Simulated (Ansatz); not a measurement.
`CC(C)=CF` + `[SiH3]N[AsH2]` → `CN([SiH3])[AsH2]` + `C/C=C\F`  (substitution at a C–C bond)

Program: Ansatz. Geometries: PBE0-D4/def2-TZVP. ΔE: electronic, gas phase. CCSD(T)/CBS is the MP2 limit (def2-TZVPP, def2-QZVPP) plus CCSD(T) − MP2 in def2-TZVPP, frozen cores. DFT in def2-TZVPP. B3LYP here is the variant with VWN-RPA as its local correlation; programs differ in this. For As outer-core shells are correlated without core-valence functions, which leaves a few kJ/mol of doubt a bond. Scalar relativity is left out up to krypton.

**Question.** Is it downhill or uphill in electronic energy at CCSD(T)/CBS, and by how much? (An estimate is asked.)

**Answer.** Ansatz gave: Uphill: ΔE = +0.54 eV.

**Question.** What do these levels give: PBE0-D4, r2SCAN, PBE0, B3LYP, HF/def2-TZVPP, MP2/def2-TZVPP, SCS-MP2/def2-TZVPP, CCSD/def2-TZVPP, CCSD(T)/def2-TZVPP, SCS-MP2/def2-QZVPP, MP2/CBS(def2), CCSD/CBS(def2)? (Best estimate.)

**Answer.** Ansatz gave: PBE0-D4 0.54, r2SCAN 0.56, PBE0 0.56, B3LYP 0.55, HF/def2-TZVPP 0.58, MP2/def2-TZVPP 0.55, SCS-MP2/def2-TZVPP 0.53, CCSD/def2-TZVPP 0.54, CCSD(T)/def2-TZVPP 0.53, SCS-MP2/def2-QZVPP 0.54, MP2/CBS(def2) 0.56, CCSD/CBS(def2) 0.55 eV.

Largest T1 diagnostic among the species: 0.011.

In def2-TZVPP, CCSD(T) changes the Hartree–Fock value by −0.05 eV (the triples alone add −0.01 eV) and MP2 by −0.03 eV. The D4 term adds −0.04 eV with B3LYP and −0.02 eV with PBE0; it sums over pairs of atoms, weighted by their polarisabilities, and B3LYP, whose exchange is more repulsive, gets the larger term.
